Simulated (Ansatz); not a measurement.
System: BiBr₂ (charge +1, singlet). 
Coordinates optimised at B3LYP-D3(BJ)/def2-TZVP (Ansatz, a quantum-chemistry and plane-wave program):
```
Bi
Br 1 2.5189
Br 1 2.5189 2 101.01
```
Charge +1, spin multiplicity 1.

Parts of the frozen-core correlation energy in def2-SVPD (Ansatz, hartree). Frozen orbitals: 37; correlated occupied orbitals by spin: 9 and 9; virtual: 68 and 68. Spin-orbit coupling is left out. In def2 rows, elements after Kr have scalar-relativistic effective core potentials.

```
term                             value
-------------------------  -----------
reference (HF)             -5357.56206
MP2 opposite-spin             -0.23330
MP2 same-spin                 -0.08661
CCSD correlation              -0.34490
(T)                           -0.01453
T1 diagnostic                    0.024
largest doubles amplitude        0.050
```
